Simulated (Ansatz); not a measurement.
C₂H₈GeO₂S, SMILES `C[O][GeH]([SH])[O]C` at its PBE0-D4/def2-TZVP geometry, where that method's forces vanish. Total charge 0; spin multiplicity 1.

```xyz
14

C     1.9163   -0.3197    0.8985
O     1.0391   -0.9399   -0.0183
Ge    0.1805    0.0819   -1.1849
S    -1.0706   -1.3694   -2.2776
O    -0.7768    1.2860   -0.3139
C    -1.8162    0.8670    0.5445
H     2.7594    0.1674    0.3930
H     1.4047    0.4280    1.5152
H     2.3148   -1.0960    1.5550
H     1.1181    0.9156   -2.0633
H    -0.7646   -2.3287   -1.3870
H    -2.3283    1.7606    0.9071
H    -2.5445    0.2351    0.0234
H    -1.4319    0.3120    1.4082
```

**Question.** What forces (eV/Å) does B3LYP-D4/def2-TZVPP give on these atoms in Ansatz 0.2.0? (Estimate.)

**Answer.** Computed: 
```
C1   0.249  0.107  0.284
O2  -0.042 -0.220 -0.013
Ge3  0.156  0.127 -0.297
S4  -0.133 -0.183 -0.112
O5   0.073  0.229 -0.043
C6  -0.301 -0.054  0.245
H7  -0.041 -0.023  0.030
H8   0.036 -0.041 -0.030
H9  -0.014  0.050 -0.029
H10  0.009  0.007  0.006
H11 -0.024 -0.015 -0.025
H12  0.020 -0.054 -0.012
H13  0.039  0.041  0.041
H14 -0.026  0.029 -0.044
```

B3LYP here is the variant with VWN-RPA as its local correlation; programs differ in this.
